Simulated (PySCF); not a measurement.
CH3F2Ga. Atoms are numbered in the order given.

```xyz
7

Ga    -0.0113    -0.0033     0.0000
F     -1.0039     0.0035    -1.4387
F     -1.0039     0.0035     1.4387
C      1.9229     0.0000     0.0000
H      2.3028    -0.5015     0.9002
H      2.2776     1.0416     0.0000
H      2.3028    -0.5015    -0.9002
```

Geometry: PBE0-D3(BJ)/def2-SVP.

Calculation: PBE0-D3(BJ)/def2-SVP run with PySCF 2.14.0.

Frequencies are harmonic and unscaled.

Computed normal modes with their intensities:
```csv
mode,ν (cm⁻¹),IR (km/mol),Raman (Å⁴/amu),depolarisation,moving atoms (share of kinetic energy)
1,14,0.1,0.0,–,H 96 %
2,148,4.7,1.4,0.75,"F 32 %, C 31 %, H 21 %, Ga 16 %"
3,176,22.4,0.4,0.75,"Ga 41 %, F 36 %, H 12 %, C 11 %"
4,208,33.4,0.7,0.74,"F 82 %, Ga 15 %"
5,586,0.5,17.7,0.13,"C 60 %, F 17 %, H 17 %"
6,714,70.6,1.8,0.19,"F 69 %, Ga 22 %"
7,724,57.3,2.8,0.75,"F 72 %, Ga 23 %"
8,735,43.2,0.1,0.68,"H 80 %, C 17 %"
9,770,66.1,0.5,0.75,"H 76 %, C 17 %"
10,1224,7.5,5.3,0.05,"H 80 %, C 20 %"
11,1425,3.9,9.1,0.75,H 96 %
12,1426,3.8,6.8,0.74,H 95 %
13,3075,0.1,127.9,0.01,H 97 %
14,3186,0.2,79.1,0.74,"H 91 %, C 9 %"
15,3205,0.0,73.9,0.75,"H 90 %, C 10 %"
```
